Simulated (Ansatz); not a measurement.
Reaction (ligand exchange at the In–Se bond): `C[Se][InH][Cl]` + `CCNC` → `CC[N](C)[InH][Cl]` + `C[SeH]`

Isolated molecules relaxed with PBE0-D4/def2-TZVP in Ansatz; ΔE leaves out vibrations. CCSD(T)/CBS adds triple-zeta CCSD(T) − MP2 to the extrapolated MP2 energy (def2 sets, frozen cores). Functionals use def2-TZVPP. B3LYP here is the variant with VWN-RPA as its local correlation; programs differ in this. def2 core potentials past Kr. For In, Se outer-core shells are correlated without core-valence functions, which leaves a few kJ/mol of doubt a bond. Scalar relativity is left out up to krypton. One conformer a species, not always the lowest.

```json
{"level": "PBE", "ΔE (kJ/mol)": "104.6"}
{"level": "B3LYP", "ΔE (kJ/mol)": "107.0"}
{"level": "HF/def2-TZVPP", "ΔE (kJ/mol)": "121.2"}
{"level": "CCSD/def2-TZVPP", "ΔE (kJ/mol)": "96.1"}
{"level": "CCSD(T)/def2-TZVPP", "ΔE (kJ/mol)": "92.3"}
{"level": "MP2/def2-QZVPP", "ΔE (kJ/mol)": "94.6"}
{"level": "SCS-MP2/def2-QZVPP", "ΔE (kJ/mol)": "94.7"}
{"level": "HF/CBS(def2)", "ΔE (kJ/mol)": "119.7"}
```

Task: What does CCSD(T)/CBS give? (An estimate is asked.)

Result: Computed: +95.5 kJ/mol. The listed levels differ from it by 9.1, 11.5, 25.7, 0.6, -3.2, -0.9, -0.8, 24.2 kJ/mol.

Largest T1 diagnostic among the species: 0.015.

In def2-TZVPP, CCSD(T) changes the Hartree–Fock value by −28.9 kJ/mol (the triples alone add −3.7 kJ/mol) and MP2 by −27.9 kJ/mol. The D4 term adds −5.2 kJ/mol with B3LYP and −3.0 kJ/mol with PBE0; it sums over pairs of atoms, weighted by their polarisabilities, and B3LYP, whose exchange is more repulsive, gets the larger term.
